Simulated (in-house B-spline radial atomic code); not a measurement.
Cu IV (Cu3+): [He] 2s2 (2p1/2)2 (2p3/2)3 3s2 3p6 3d9 (with a hole in an inner shell)

Level of theory: Dirac-Kohn-Sham PBE, spherical fractional occupations, Fermi nucleus of rms radius 3.8823 fm; calculated with an all-electron radial atomic-structure program (B-spline basis).

Z_r = [3n² - l(l+1)]/(2<r>); Z_e = n√(-2ε); the last column is Slater's effective charge. Values are occupation-weighted means over j.

```
shell  electrons   ε (eV)  <r> (bohr)    Z_r    Z_e  Slater
   1s          2  -8974.4      0.0521  28.79  25.68   28.70
   2s          2  -1147.2      0.2325  25.81  18.37   25.20
   2p          5    -1010      0.2031  24.62  17.23   25.20
   3s          2  -164.34      0.6934  19.47  10.43   18.60
   3p          6  -121.61      0.7187  17.39   8.97   18.60
   3d          9  -51.525      0.8132  12.91   5.84    9.20
```

The least bound orbital is 3d5/2 at -51.37 eV, and it is also the most diffuse (<r> = 0.815 bohr). The part-filled 2p shell lies below the filled 3p shell in orbital energy.

For the 1s electron the small component carries 1.1 % of the norm, the zero-frequency Breit interaction raises the level by 11.67 eV, self-energy by 6.004 eV, and vacuum polarisation lowers it by 0.5454 eV.
